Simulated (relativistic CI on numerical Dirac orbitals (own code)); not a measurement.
## Electric-dipole lines of Ba VII

These numbers are calculated, not measured: Dirac-Coulomb-Breit CI, KLI orbitals optimised for each configuration, model QED (radiative potential, 1s self-energy scaled to tabulated hydrogen-like ionisation energies), unscaled Slater integrals (own radial code, finite nucleus).

Configuration list (outside the closed core [Kr] 4d10): 5s²5p², 5s5p³, 5s²5p5d, 5p⁴, 5s²5p4f, 5s5p²5d, 5s²5p5f, 5s²4f5d, 5s5p²4f, 5s²5p5g, 5s²5p6s, 5s5p4f², 5s5p²5f, 5s²5p6p, 5p³4f, 5s5p²5g, 5p³5d, 5s²5p6d, 5s5p5d², 5s²4f6s, 5s²5d5f, 5s5p²6s, 5s²5p7s, 5s²4f5g, 5p²4f5d, 5s5p5d6s, 5s²5p7p, 5s²4f², 5s4f²5d, 5s4f³, 5s²5d², 5s5d³, 5s4f5d², 5p²4f², 5p4f²5d, 5p4f³, 5p4f²5f, 5p²5d², 5p5d³, 5p4f5d², 5p5d²5f, 5s5p4f5d, 5s4f5d5f, 5s²5f², 5s5d5f², 5s4f5f², 5s²4f5f, 5s4f²5f, 5s²5g², 5s5d5g², 5s4f5g², 5p²5f², 5p5d5f², 5p4f5f², 5p5f³. Double excitations out of closed p, d and f shells are left out; levels of such configurations are missing from the list, as are those of other unlisted configurations, and high levels can miss mixing partners. These lack a partner that the ground configuration has and come out too high: 5s5p²5f, 5s5p²5g, 5s5p²6s, 5s²5p5g, 5s²5p6s.

| λ vac (nm) | Lower | Upper | A (s⁻¹) | gf | Branching (%) |
| --- | --- | --- | --- | --- | --- |
| 40.942 | 5s5p³ ³D°1 [7] | 5s5p²5d ³F2 [181] | 2.46e+10 | 3.10e+00 | 76.7 |
| 41.142 | 5s5p³ ³D°2 [8] | 5s5p²5d ³F3 [182] | 2.09e+10 | 3.71e+00 | 77.4 |
| 41.190 | 5s²5p² ³P2 [3] | 5s²5p5d ¹F°3 [41] | 9.84e+09 | 1.75e+00 | 26.9 |
| 42.408 | 5s5p³ ³D°3 [9] | 5s5p²5d ³F4 [180] | 3.78e+10 | 9.18e+00 | 98.1 |
| 42.585 | 5s5p³ ⁵S°2 [6] | 5s5p²5d ⁵P1 [124] | 3.41e+10 | 2.78e+00 | 98.7 |
| 42.704 | 5s5p³ ³P°2 [16] | 5s5p²5d ³D3 [197] | 1.99e+10 | 3.81e+00 | 72.7 |
| 42.771 | 5s5p³ ⁵S°2 [6] | 5s²4f² ³P2 [123] | 2.04e+10 | 2.80e+00 | 91.0 |
| 42.959 | 5s²5p² ³P1 [2] | 5s²5p5d ³P°1 [36] | 1.69e+10 | 1.40e+00 | 52.4 |
| 43.074 | 5s²5p² ³P0 [1] | 5s²5p5d ³D°1 [32] | 2.26e+10 | 1.88e+00 | 56.4 |
| 43.150 | 5s5p³ ⁵S°2 [6] | 5s5p²5d ⁵P2 [117] | 2.10e+10 | 2.93e+00 | 85.1 |
| 43.551 | 5s5p³ ⁵S°2 [6] | 5s5p²5d ⁵P3 [116] | 3.43e+10 | 6.83e+00 | 96.0 |
| 43.668 | 5s²5p² ³P1 [2] | 5s²5p5d ³D°2 [33] | 1.48e+10 | 2.12e+00 | 37.9 |
| 43.762 | 5s5p³ ³D°3 [9] | 5s5p²5d ³F3 [167] | 1.53e+10 | 3.08e+00 | 58.7 |
| 43.933 | 5s²5p² ¹D2 [4] | 5s5p²4f ³G°3 [46] | 6.94e+09 | 1.41e+00 | 96.9 |
| 44.077 | 5s²5p² ³P0 [1] | 5s5p³ ¹P°1 [30] | 1.28e+10 | 1.12e+00 | 51.7 |
| 44.281 | 5s5p³ ³D°2 [8] | 5s5p²5d ¹F3 [152] | 1.32e+10 | 2.71e+00 | 59.6 |
| 44.492 | 5s²5p5d ¹D°2 [24] | 5s²5p5f ³G3 [201] | 2.19e+10 | 4.56e+00 | 66.0 |
| 44.628 | 5s²5p² ³P2 [3] | 5s²5p5d ³D°3 [34] | 3.18e+10 | 6.64e+00 | 87.6 |
| 44.948 | 5s²5p² ³P2 [3] | 5s²5p5d ³D°2 [33] | 2.06e+10 | 3.12e+00 | 52.6 |
| 45.041 | 5s²5p² ¹D2 [4] | 5s²5p5d ¹F°3 [41] | 2.66e+10 | 5.66e+00 | 72.7 |
| 45.598 | 5s²5p4f ³G4 [13] | 5s²4f5d ³G°5 [161] | 1.25e+10 | 4.28e+00 | 48.3 |
| 45.936 | 5s²5p4f ³F2 [12] | 5s²4f5d ³F°2 [158] | 1.59e+10 | 2.51e+00 | 54.6 |
| 46.582 | 5s²5p5d ³D°2 [33] | 5s²5d² ³F3 [344] | 2.94e+10 | 6.70e+00 | 54.9 |
| 46.661 | 5s²5p² ³P1 [2] | 5s²5p5d ³P°2 [31] | 2.04e+10 | 3.34e+00 | 65.2 |
| 46.801 | 5s²5p5d ³D°3 [34] | 5s²5d² ³F4 [346] | 3.83e+10 | 1.13e+01 | 88.7 |
| 46.815 | 5s²5p5d ³F°4 [29] | 5s²5p5f ³G5 [273] | 3.01e+10 | 1.09e+01 | 97.0 |
| 47.444 | 5s²5p5d ³F°4 [29] | 5s²5p5f ³G4 [255] | 1.60e+10 | 4.85e+00 | 60.1 |
| 47.744 | 5s²5p² ¹S0 [5] | 5s²5p5d ¹P°1 [48] | 1.90e+10 | 1.95e+00 | 91.4 |
| 47.991 | 5s²5p² ¹D2 [4] | 5s²5p5d ³P°2 [37] | 2.68e+10 | 4.62e+00 | 86.7 |
| 48.126 | 5s²5p² ³P2 [3] | 5s²5p5d ³P°2 [31] | 9.46e+09 | 1.64e+00 | 30.2 |
| 48.643 | 5s²5p4f ³G3 [17] | 5s²4f5d ³H°4 [162] | 1.82e+10 | 5.80e+00 | 68.2 |
| 48.861 | 5s²5p4f ³F4 [18] | 5s²4f5d ³H°5 [166] | 2.08e+10 | 8.19e+00 | 81.6 |
| 48.995 | 5s²5p5d ³F°3 [28] | 5s²5p5f ¹G4 [204] | 1.43e+10 | 4.64e+00 | 75.9 |
| 49.071 | 5s²5p4f ³F4 [18] | 5s²4f5d ³F°4 [164] | 1.05e+10 | 3.41e+00 | 39.9 |
| 49.202 | 5s²5p4f ³G5 [19] | 5s²4f5d ³H°6 [169] | 2.45e+10 | 1.16e+01 | 99.9 |
| 49.370 | 5s²5p4f ¹G4 [23] | 5s²4f5d ¹H°5 [188] | 2.00e+10 | 8.03e+00 | 92.5 |
| 49.588 | 5s²5p4f ³G3 [10] | 5s5p²4f ¹G°4 [135] | 8.29e+09 | 2.75e+00 | 42.2 |
| 49.927 | 5s²5p4f ³G5 [19] | 5s²4f5d ³G°5 [161] | 1.17e+10 | 4.79e+00 | 45.1 |
| 52.187 | 5s²5p4f ³G4 [13] | 5s5p²4f ³G°5 [130] | 7.04e+09 | 3.16e+00 | 34.3 |
| 53.802 | 5s²5p² ³P2 [3] | 5s5p³ ³S°1 [27] | 1.68e+10 | 2.19e+00 | 60.0 |
| 54.970 | 5s²5p4f ³G5 [19] | 5s5p²4f ³F°4 [142] | 9.24e+09 | 3.77e+00 | 39.7 |
| 55.973 | 5s²5p4f ³G3 [10] | 5s5p²4f ³F°2 [112] | 1.04e+10 | 2.45e+00 | 70.4 |
| 56.783 | 5s²5p4f ³G4 [13] | 5s5p²4f ³F°3 [113] | 1.18e+10 | 3.99e+00 | 70.3 |
| 57.346 | 5s²5p4f ³F3 [11] | 5s5p²4f ³F°4 [108] | 7.14e+09 | 3.17e+00 | 53.9 |
| 57.936 | 5s²5p4f ³G5 [19] | 5s5p²4f ³G°5 [130] | 1.10e+10 | 6.09e+00 | 53.7 |

Terms are leading LS components. Brackets give the number of a level in order of energy, since labels repeat. The list gives strong lines, with weight on those to low levels, without lines whose two gauges differ by over a factor of 2.5, among the lowest 400 of 8607 levels, so that lines to higher ones, which can be the strongest, are missing, and without 3 lines that miss the measured interval by over 7 %, start from a term whose rates miss tabulated ones by over 60 %, have gauges far apart or, lacking measured levels, span too small a gap for the errors found; lines with a level outside our table were not tested and can miss by more. Levels whose partners in the same complex of configurations lie outside the list can be far off, and so can their lines. Rates are taken at the computed energies, electric ones in the length gauge.

At this charge configurations can still be misplaced by up to about 7 % of their energy. Levels and lines within the n = 5 or 6 shells can be off by up to 10 % or somewhat more, and those that change n by about 2 %, since core polarisation is missing. 20 of the 28 excited levels that our extract of the measured tables holds in this range could be paired (the sources list more); they are missed by 4002 cm⁻¹ on average and 10762 at most, and levels without a partner can miss by more. Levels that differ in their count of f electrons can be misplaced by several ten thousand cm⁻¹, since the correlation energy of f electrons is missing or only estimated; rates across such gaps can be off by orders of magnitude.

**Question.** From the table, what is the radiative lifetime of 5s²5p5d ¹F°3?

**Answer.** The listed rates from this level add up to about 3.64e+10 s⁻¹, 100 % of its decay; with all channels τ = 2.73e-11 s.

LS names give the leading component of a level, which can be under half, so a name can repeat, a term be missing and a line seem to break the LS rules.
